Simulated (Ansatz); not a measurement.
# A ladder of methods for SiCNCl2F (SMILES N#C[Si](F)(Cl)Cl)

SiCNCl2F: 6 atoms, total charge 0, spin state singlet. As SMILES, `N#C[Si](F)(Cl)Cl`. Geometry: optimised at PBE0/def2-SVP.

```xyz
6

N     1.7629   -1.3714    1.1213
C     0.9304   -0.7651    0.5901
Si   -0.3785    0.2138   -0.2479
F    -1.4892   -0.8161   -0.7673
Cl    0.4273    1.1875   -1.8256
Cl   -1.2109    1.4873    1.0831
```

Each level gives the dissociation energy of the C2–N1 bond into doublet SiCCl2F and quartet N (shapes relaxed at PBE0/def2-SVP, no zero-point term) (eV). The values are calculated.

```csv
level,kind,program,value (eV),less CCSD(T)/def2-SVP
HF/def2-SVP,Hartree–Fock,Ansatz,6.37,-3.40
PBE/def2-SVP,GGA,Ansatz,10.58,+0.81
r2SCAN/def2-SVP,meta-GGA,Ansatz,9.84,+0.07
B3LYP/def2-SVP,global hybrid,Ansatz,10.11,+0.34
wB97M-V/def2-SVP,range-separated hybrid,Ansatz,10.38,+0.61
MP2/def2-SVP,perturbation theory,Ansatz,10.50,+0.73
CCSD(T)/def2-SVP,coupled cluster or CI,Ansatz,9.77,0.00
```

Differences are taken from CCSD(T)/def2-SVP for orientation; it has basis-set and higher-order errors of its own. The values span 6.37 to 10.58 eV. Spin contamination of the reference (⟨S²⟩ at least 0.1 too high) touches HF/def2-SVP, PBE/def2-SVP, r2SCAN/def2-SVP, B3LYP/def2-SVP, MP2/def2-SVP, CCSD(T)/def2-SVP. Hartree–Fock misses the correlation of the electron pair that is broken and comes out low. Measured bond enthalpies also hold zero-point and thermal terms, a few tenths of an eV less.
